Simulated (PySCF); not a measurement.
## Simulated absorption spectrum

Species: C5H14Si.
SMILES: `CC(C)(C)[SiH2]C`

The calculation used TDDFT CAM-B3LYP/def2-SVPD, vertical, gas phase, core orbitals frozen in the response in PySCF 2.14.0, density-fitted response routines. Geometry: GFN2-xTB; no solvent, vibrations or thermal averaging. Torsions of this conformer, `[CH3:1][SiH2:2][C:3]([CH3:4])([CH3:5])[CH3:6]`: C1–Si2–C3–C4 180°.

Broadening: Gaussians 0.25 eV wide at half height, area fixed by f = 4.319×10⁻⁹ ∫ε dν̃. The width is an assumption, not a result. The curve ends short of the highest state used, and states not computed would add to its high-energy end.

```json
{"E (eV)": "7.17", "ε (L mol⁻¹ cm⁻¹)": "5"}
{"E (eV)": "7.20", "ε (L mol⁻¹ cm⁻¹)": "13"}
{"E (eV)": "7.24", "ε (L mol⁻¹ cm⁻¹)": "40"}
{"E (eV)": "7.27", "ε (L mol⁻¹ cm⁻¹)": "87"}
{"E (eV)": "7.30", "ε (L mol⁻¹ cm⁻¹)": "174"}
{"E (eV)": "7.34", "ε (L mol⁻¹ cm⁻¹)": "388"}
{"E (eV)": "7.37", "ε (L mol⁻¹ cm⁻¹)": "644"}
{"E (eV)": "7.40", "ε (L mol⁻¹ cm⁻¹)": "988"}
{"E (eV)": "7.44", "ε (L mol⁻¹ cm⁻¹)": "1542"}
{"E (eV)": "7.47", "ε (L mol⁻¹ cm⁻¹)": "1962"}
{"E (eV)": "7.50", "ε (L mol⁻¹ cm⁻¹)": "2306"}
{"E (eV)": "7.54", "ε (L mol⁻¹ cm⁻¹)": "2527"}
{"E (eV)": "7.57", "ε (L mol⁻¹ cm⁻¹)": "2471"}
{"E (eV)": "7.60", "ε (L mol⁻¹ cm⁻¹)": "2238"}
{"E (eV)": "7.64", "ε (L mol⁻¹ cm⁻¹)": "1759"}
{"E (eV)": "7.67", "ε (L mol⁻¹ cm⁻¹)": "1379"}
{"E (eV)": "7.70", "ε (L mol⁻¹ cm⁻¹)": "1059"}
{"E (eV)": "7.74", "ε (L mol⁻¹ cm⁻¹)": "795"}
{"E (eV)": "7.77", "ε (L mol⁻¹ cm⁻¹)": "721"}
{"E (eV)": "7.80", "ε (L mol⁻¹ cm⁻¹)": "725"}
{"E (eV)": "7.84", "ε (L mol⁻¹ cm⁻¹)": "776"}
{"E (eV)": "7.87", "ε (L mol⁻¹ cm⁻¹)": "796"}
{"E (eV)": "7.90", "ε (L mol⁻¹ cm⁻¹)": "773"}
{"E (eV)": "7.94", "ε (L mol⁻¹ cm⁻¹)": "667"}
{"E (eV)": "7.97", "ε (L mol⁻¹ cm⁻¹)": "546"}
{"E (eV)": "8.00", "ε (L mol⁻¹ cm⁻¹)": "414"}
{"E (eV)": "8.04", "ε (L mol⁻¹ cm⁻¹)": "255"}
{"E (eV)": "8.07", "ε (L mol⁻¹ cm⁻¹)": "170"}
{"E (eV)": "8.10", "ε (L mol⁻¹ cm⁻¹)": "126"}
{"E (eV)": "8.14", "ε (L mol⁻¹ cm⁻¹)": "165"}
{"E (eV)": "8.17", "ε (L mol⁻¹ cm⁻¹)": "326"}
{"E (eV)": "8.20", "ε (L mol⁻¹ cm⁻¹)": "699"}
{"E (eV)": "8.23", "ε (L mol⁻¹ cm⁻¹)": "1441"}
{"E (eV)": "8.27", "ε (L mol⁻¹ cm⁻¹)": "3391"}
{"E (eV)": "8.30", "ε (L mol⁻¹ cm⁻¹)": "5897"}
{"E (eV)": "8.33", "ε (L mol⁻¹ cm⁻¹)": "9502"}
```

**Question.** Locate the maxima and give the states behind the curve.

**Answer.** 164 nm (7.55 eV), ε about 2500, made up of S1 (100%); 158 nm (7.87 eV), ε about 800, made up of S2 (97%) (ε in L mol⁻¹ cm⁻¹; maxima over ε = 5, shares over 10%). At its high-energy end, 8.33 eV, the curve is still rising (ε about 9500, from S3 and S4). The states used: S1 7.55 eV (f 0.023); S2 7.88 eV (f 0.0072); S3 8.49 eV (f 0.216); S4 8.55 eV (f 0.105); S5 8.62 eV (f 0.016); S6 8.63 eV (f 0.0041); S7 8.88 eV (f 0.062); S8 8.93 eV (f 0.0007).

**Question.** Coming from long wavelengths, where does ε first pass 100 L mol⁻¹ cm⁻¹?

**Answer.** At about 170 nm (7.28 eV), 0.27 eV below S1.

**Question.** What would ε be at 7.55 eV, the highest of these maxima, with half the width (0.125 eV)?

**Answer.** About 5030 L mol⁻¹ cm⁻¹ against 2530, a factor of about 1.99; a lone state at its own centre would give exactly 2.

Without π bonds the low states are Rydberg-like; a valence basis with one diffuse set may place them up to an eV too high.
